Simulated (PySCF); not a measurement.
## Diatomic cations of Tl with group 14

PBE0 with double-zeta basis sets in PySCF, for the lowest determinant that a PBE0 search found; no spin–orbit coupling. De refers to high-spin ground-configuration atoms (the charge goes to the atom of lower measured ionisation energy or higher electron affinity, which is not always the lowest computed limit). A positive dipole points towards Tl; it is taken about the centre of mass and depends on that origin.

```
 M       basis  charged atom  state (unpaired electrons)  Re (Å)  ωe (cm⁻¹)  De (eV)  μ (D)
 C    def2-SVP           Tl+          triplet (σ ↑, π ↑)   3.007        148      n/a  -1.05
Si    def2-SVP           Tl+          triplet (σ ↑, π ↑)   3.215        115      n/a  -2.67
Ge    def2-SVP           Tl+          triplet (σ ↑, π ↑)   3.236       79.2      n/a  -0.79
Sn    def2-SVP           Tl+          triplet (σ ↑, π ↑)   3.361       69.5      n/a  -0.12
Pb  cc-pVDZ-PP           Tl+          triplet (σ ↑, π ↑)   3.406       58.7      n/a   1.57
```

The shortest bond is that of TlC⁺ (3.007 Å), the longest that of TlPb⁺ (3.406 Å).

The rows differ in basis set, which adds steps of its own.

Down a group the atoms grow and get heavier, so bonds lengthen and wavenumbers fall; this series shows no clear exception.

These are scalar-relativistic numbers at best; spin–orbit coupling would shift them, the dissociation energy most. States were picked by a PBE0 search and need not be the measured ground states.
